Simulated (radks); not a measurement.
These are the eigenvalues of the occupied orbitals of an atom or ion with whole-number occupations (hartree). Calculated with a radial shooting solver on a logarithmic mesh with Libxc functionals: Dirac Kohn-Sham, B86b exchange with PBE correlation, spin-unpolarised, spherical densities, point nucleus.

| orbital | eigenvalue |
|---|---|
| 1s1/2 | -847.0911 |
| 2s1/2 | -123.4391 |
| 2p1/2 | -114.3418 |
| 2p3/2 | -109.0258 |
| 3s1/2 | -22.69654 |
| 3p1/2 | -19.13642 |
| 3p3/2 | -18.22191 |
| 3d3/2 | -11.92123 |
| 3d5/2 | -11.74090 |
| 4s1/2 | -3.79847 |
| 4p1/2 | -2.71488 |
| 4p3/2 | -2.57024 |
| 4d3/2 | -0.95461 |
| 4d5/2 | -0.93827 |

Which element is it, and in what charge state? The configuration may be excited. Open shells, if any, fill j = l - 1/2 first.

Answer. Z = 45, rhodium, charge +2: Rh2+ in [Kr] 4d7. The list shows which subshells hold electrons but not how many an open one holds; the 1s level, -847.09 hartree, gives Z - s = 41.2 by -(Z - s)^2/2, which with screening and relativity narrows Z to a few neighbours, and the depths of the outer levels then fix element, charge and occupations together.
